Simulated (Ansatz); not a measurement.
The molecule BeC-, multiplicity 4 (lowest of 2S+1 = 2, 4 at CCSD(T)/def2-TZVPP on PBE0 minima; our sources give no spin for the ground state, which may be another). The T1 diagnostic near the minimum is 0.167, so single-reference values are doubtful.

Constants: fifth-degree fit in 1/R to seven points, most abundant isotopes. In def2 and cc sets the state is the lowest found near the PBE0 minimum, followed along R.

Run with Ansatz (a first-principles code) with Gaussian orbitals. 

Energies at B3LYP/def2-TZVPP:

```
R (Å)      E (hartree)
--------  ------------
1.580222  -52.66269594
1.622702  -52.66530546
1.661782  -52.66655667
1.705961  -52.66690140
1.750139  -52.66634331
1.801114  -52.66483857
1.860585  -52.66223276
```

Problem. With a reduced mass of 5.1468 u, find the minimum, the force constant and the constants.

Solution. A fifth-degree polynomial in 1/R puts the minimum at r_e = 1.6990 Å with force constant 209 N/m. Then ω_e = (1/2πc)√(k/μ) = 830 cm⁻¹ and B_e = h/(8π²cμr_e²) = 1.135 cm⁻¹; the cubic and quartic terms give α_e = 0.020 and ω_e x_e = 11 cm⁻¹.
